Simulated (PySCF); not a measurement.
# Polarisability and C₆ of Zn (zinc, neutral)

[Ar] 3d10 4s2, closed-shell 1S. Computed with PySCF 2.14 in aug-cc-pVTZ-PP with ECP10MDF, with a scalar-relativistic core potential. Coupled (time-dependent) response in atomic units; α is the mean over directions.

```
   method  mean α (bohr³)  C₆ (like pair)  S(−4)
      UHF           50.77           399.0   1370
      PBE           38.37           273.7  757.4
     PBE0           40.96           299.0  866.4
  r2SCANh           39.33           298.1  703.4
CAM-B3LYP           39.10           279.8  790.4
```

S(−4) is the Cauchy moment in α(ω) = α(0) + S(−4) ω² + …

Reference α: 38.67 ± 0.3 bohr³ (recommended; Schwerdtfeger and Nagle, table of static dipole polarizabilities (2023 update)). Published C₆: 284.0 (Chu and Dalgarno (2004); Tang, Norbeck and Certain (1976)).

Hartree-Fock lies above the reference because it lacks correlation, which contracts the outer shell.

α(iu) at CAM-B3LYP:

```
u (hartree)  α(iu) (bohr³)
          0          39.10
     0.0500          37.23
      0.100          32.65
      0.200          22.37
      0.300          15.21
      0.500          8.198
      0.750          4.825
       1.00          3.338
       1.50          2.029
       2.00          1.430
       3.00         0.8531
       5.00         0.4191
```

Energies and moments cover only the electrons outside the core potential.
